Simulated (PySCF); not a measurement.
# Correlation energy of Ga (gallium, neutral)

Starting occupation: [Ar] 3d10 4s2 4p1, 4p3/2 with m_j = +3/2. Calculation: PySCF 2.14, in x2c-TZVPall-2c (6s7p4d1f, 54 functions); X2C-1e with screened-nucleus spin-orbit coupling, Gaussian nucleus. Frozen: [Ne]; 21 electrons correlated.

MP2 pair energies summed by pair of shells (mhartree):

```json
{"pair": "3d3/2-3d5/2", "energy": "-65.80", "share (%)": "18.5"}
{"pair": "3d5/2-3d5/2", "energy": "-45.11", "share (%)": "12.7"}
{"pair": "3d5/2-3p3/2", "energy": "-36.84", "share (%)": "10.4"}
{"pair": "3d3/2-3p3/2", "energy": "-24.86", "share (%)": "7.0"}
{"pair": "4s1/2-4s1/2", "energy": "-20.19", "share (%)": "5.7"}
{"pair": "3d5/2-3p1/2", "energy": "-19.06", "share (%)": "5.4"}
{"pair": "3d3/2-3d3/2", "energy": "-18.33", "share (%)": "5.2"}
{"pair": "4p3/2-4s1/2", "energy": "-15.84", "share (%)": "4.5"}
{"pair": "3p1/2-3p3/2", "energy": "-14.13", "share (%)": "4.0"}
{"pair": "3d5/2-3s1/2", "energy": "-12.87", "share (%)": "3.6"}
{"pair": "3d5/2-4s1/2", "energy": "-12.87", "share (%)": "3.6"}
{"pair": "3p3/2-3p3/2", "energy": "-12.47", "share (%)": "3.5"}
{"pair": "3d3/2-3p1/2", "energy": "-11.90", "share (%)": "3.4"}
{"pair": "3p3/2-3s1/2", "energy": "-8.72", "share (%)": "2.5"}
{"pair": "3d3/2-3s1/2", "energy": "-8.49", "share (%)": "2.4"}
{"pair": "3d3/2-4s1/2", "energy": "-8.38", "share (%)": "2.4"}
{"pair": "3p1/2-3s1/2", "energy": "-4.41", "share (%)": "1.2"}
{"pair": "3d5/2-4p3/2", "energy": "-3.31", "share (%)": "0.9"}
{"pair": "3p1/2-3p1/2", "energy": "-2.79", "share (%)": "0.8"}
{"pair": "3p3/2-4s1/2", "energy": "-2.40", "share (%)": "0.7"}
{"pair": "3d3/2-4p3/2", "energy": "-2.01", "share (%)": "0.6"}
{"pair": "3s1/2-3s1/2", "energy": "-1.71", "share (%)": "0.5"}
{"pair": "3p1/2-4s1/2", "energy": "-1.15", "share (%)": "0.3"}
{"pair": "3s1/2-4s1/2", "energy": "-0.49", "share (%)": "0.1"}
{"pair": "3p3/2-4p3/2", "energy": "-0.43", "share (%)": "0.1"}
{"pair": "3p1/2-4p3/2", "energy": "-0.24", "share (%)": "0.1"}
{"pair": "3s1/2-4p3/2", "energy": "-0.11", "share (%)": "0.0"}
```

Total MP2 correlation energy: -354.91 mhartree.

This basis was not built for core-valence correlation, so the inner-shell part is incomplete.
